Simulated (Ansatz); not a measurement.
Frontier orbitals of AlH4NOS, SMILES `[NH2][Al]([OH])[SH]`.

The species carries charge 0 and has multiplicity 1. Geometry: relaxed with PBE0-D4/def2-TZVP. It is one conformer, not always the lowest. Basis def2-TZVPP, Ansatz.

Orbital energies of one run (eV). Highest occupied ones, from the top: -10.06, -10.71, -11.62, -12.41, -12.60, -13.78, -15.20, -16.51, -17.22, -23.33, -26.37, -30.06, -74.78, -74.80. Empty: 1.87, 2.76, 2.99, 3.55, 3.74, 4.88.

Which functional gave them?
A. B97M-V
B. r2SCAN
C. LC-ωPBE
D. r2SCANh

C. HOMO energies: LC-ωPBE -10.06, r2SCANh -6.75, B97M-V -6.29, r2SCAN -6.26 eV.

LC-ωPBE has ω = 0.4 bohr⁻¹.
